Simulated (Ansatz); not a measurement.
Ansatz results at the PBE0-D4/def2-TZVP geometry: HOMO energy (ωB97M-V/def2-TZVPP) -9.20 eV; size of the dipole moment (B3LYP/def2-TZVPP) 1.76 D; HOMO energy (B3LYP/def2-TZVPP) -6.97 eV.

Each molecule was computed in one conformer, which needn't be the lowest.

(1) Which molecule gave them?
A. `C[SiH2]BO[SiH3]`
B. `[SiH3]BOC[SiH3]`
C. `CB[SiH](O)[SiH3]`
D. `O=C([SiH3])S`

Results:

(1) C. The others give `O=C([SiH3])S`: -9.57, 1.47, -7.15; `[SiH3]BOC[SiH3]`: -9.95, 1.82, -7.58; `C[SiH2]BO[SiH3]`: -9.56, 1.25, -7.20.

B3LYP here is the variant with VWN-RPA as its local correlation; programs differ in this.
